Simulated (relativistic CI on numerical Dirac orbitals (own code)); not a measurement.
Fe3+ in a cubic cluster: 2p photoemission with charge transfer

Computed with a charge-transfer multiplet model of a cubic metal-ligand cluster with up to one ligand hole, Slater and spin-orbit integrals from Dirac-Coulomb-Breit ions, Slater integrals scaled by 0.9. The ground state mixes d5 with configurations of k ligand holes L, whose averages lie at kΔ + k(k − 1)U_dd/2; a core hole lowers each added d electron by U_cd. 20 K, Lorentzian 0.6 eV and Gaussian 0.8 eV FWHM.

Atomic integrals in eV (Slater integrals scaled, ζ unscaled), ground: F2dd 10.785, F4dd 6.742, zeta_d 0.056; with the core hole: F2dd 12.345, F4dd 7.761, zeta_d 0.083, zeta_core 8.126, F2cd 7.324, G1cd 5.613, G3cd 3.192.

Cluster parameters (eV): Δ = 3.1, U_dd = 6.4, U_cd = 7.9, 10Dq = 0.5, 10Dq(ligand) = 1.1, final-state hopping factor = 1.

```tsv
Case	n_d	d5	d6L	S
V(eg) = 0.75 eV, V(t2g) = -0.33 eV	5.04	0.96	0.04	2.50
V(eg) = 1.65 eV, V(t2g) = -0.72 eV	5.14	0.86	0.14	2.50
V(eg) = 1.95 eV, V(t2g) = -0.85 eV	5.17	0.83	0.17	2.50
```

Weights, n_d and S are thermal averages at 20 K. Binding energies count from the first peak over 30 % of the highest in each spectrum, which can be another peak from case to case. The parameters are a model scan and need not match a compound or its usual spin state. Peaks in eV (height, largest 100):
- V(eg) = 0.75 eV, V(t2g) = -0.33 eV: 0.0 (67), 1.5 (100), 2.9 (77), 4.0 (60), 8.6 (22), 12.6 (25), 16.2 (47), 17.6 (55), 21.8 (7)
- V(eg) = 1.65 eV, V(t2g) = -0.72 eV: 0.0 (100), 1.7 (83), 5.8 (52), 7.3 (47), 14.4 (49), 15.9 (45), 20.3 (26), 21.7 (24)
- V(eg) = 1.95 eV, V(t2g) = -0.85 eV: 0.0 (100), 1.5 (76), 5.0 (22), 6.7 (40), 8.0 (35), 14.4 (44), 15.9 (43), 21.1 (17), 22.6 (17)

For the case V(eg) = 1.65 eV, V(t2g) = -0.72 eV, Δ = 3.1 eV is smaller than U_dd = 6.4 eV, the charge-transfer side of the Zaanen-Sawatzky-Allen scheme. With the core hole the average of the configuration with one ligand hole lies at Δ − U_cd = -4.8 eV before mixing: it lies below the unscreened one, so the lowest final states are mostly screened and the unscreened weight appears at higher binding energy as a satellite.

With at most 1 ligand hole the space is cut while the next configuration still counts, so covalency is underestimated, and a final configuration with one more ligand hole, which can lie low, is missing from the spectra.
